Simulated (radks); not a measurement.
Values are calculated unless marked as measured or tabulated.
Task: The mean radii <r> (bohr) of the occupied orbitals of an atom or ion are listed with their occupations. Code: a radial shooting solver on a logarithmic mesh with Libxc functionals. Model: Dirac Kohn-Sham, PBE, spin-unpolarised, spherical densities, point nucleus.

| orbital | occ. | <r> |
|---|---|---|
| 1s1/2 | 2 | 0.04860 |
| 2s1/2 | 2 | 0.2175 |
| 2p1/2 | 2 | 0.1882 |
| 2p3/2 | 4 | 0.1917 |
| 3s1/2 | 2 | 0.6270 |
| 3p1/2 | 2 | 0.6341 |
| 3p3/2 | 4 | 0.6425 |
| 3d3/2 | 4 | 0.6498 |
| 3d5/2 | 2 | 0.6526 |

Name the element and its charge. Open shells, if any, fill j = l - 1/2 first.

Result: Z = 31, gallium, charge +7: Ga7+ in [Ar] 3d6. The 1s radius gives Z: for a bare nucleus <r> = (2 gamma + 1)/(2Z) with gamma = sqrt(1 - (Z/c)^2), 0.04755 bohr for Z = 31, and screening makes it slightly larger (0.04860 here). The occupations add up to 24, and the charge is Z minus that.
